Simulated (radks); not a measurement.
Results of a calculation; reference values are marked as such.
All-electron atom: Lu XVII in [Xe] 6s1 (not the ground configuration). Code: a radial shooting solver on a logarithmic mesh with Libxc functionals. Model: scalar-relativistic Kohn-Sham, PBE, spin-polarised, spherical densities, finite nucleus; open shells are filled with parallel spins first (spin-orbit coupling, left out, can overturn this in heavy ions); Fermi nuclear charge, rms radius 5.37 fm.

Unscreened Slater integrals over Kohn-Sham orbitals (hartree). They are taken over the spin-up orbitals. Empty in this configuration: 5d.

integral      value
F0(6s,6s)   0.57658
F0(6s,5p)   0.67521
G1(6s,5p)  0.068152
F0(6s,5s)   0.68478
G0(6s,5s)  0.047074
F0(6s,4d)   0.75150
G2(6s,4d)  0.038018
F0(6s,5d)   0.66140
G2(6s,5d)  0.098923
F0(5p,5p)   0.93578
F2(5p,5p)   0.50586
F0(5p,5s)   0.96509
G1(5p,5s)   0.65864
F0(5p,4d)    1.1382
F2(5p,4d)   0.38437
G1(5p,4d)   0.10722
G3(5p,4d)   0.10963
F0(5p,5d)   0.89294
F2(5p,5d)   0.47381
G1(5p,5d)   0.59631
G3(5p,5d)   0.38057
F0(5s,5s)   0.99878
F0(5s,4d)    1.1983
G2(5s,4d)   0.13290
F0(5s,5d)   0.91703
G2(5s,5d)   0.44724
F0(4d,4d)    1.8217
F2(4d,4d)   0.93133
F4(4d,4d)   0.63033
F0(4d,5d)    1.0635
F2(4d,5d)   0.33043
F4(4d,5d)   0.16692
G0(4d,5d)  0.080145
G2(4d,5d)   0.10041
G4(4d,5d)  0.086318
F0(5d,5d)   0.85716
F2(5d,5d)   0.45620
F4(5d,5d)   0.31583
